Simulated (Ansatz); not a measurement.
Basis-set extrapolation for `O[Si]([SiH3])Cl` radical (PBE0-D4/def2-TZVP geometry, frozen core, the Gaussian-basis code of Ansatz). Multiplicity 2, UHF reference.

```
                       def2-TZVPP    def2-QZVPP
                 HF  -1114.690607  -1114.725372
    MP2 correlation     -0.651104     -0.708677
CCSD(T) correlation     -0.727801       not run
```

Energies in hartree. Use E(X) = E(∞) + A·exp(−7.88·√X) for Hartree–Fock and E(X) = E(∞) + B·X^(−2.97) for correlation, with X = 3 and 4, and add CCSD(T) minus MP2 of the smaller set to the MP2 limit.

Q: What is the CCSD(T) energy at the basis-set limit?

A: HF limit: -1114.725372 + (-0.034765) × 0.13774 = -1114.73016. MP2 limit: -0.708677 + (-0.057573) × 0.74074 = -0.75132. Higher-order term: -0.727801 − (-0.651104) = -0.07670. Total: -1115.55818 hartree, 87.7 kcal/mol below CCSD(T)/def2-TZVPP.
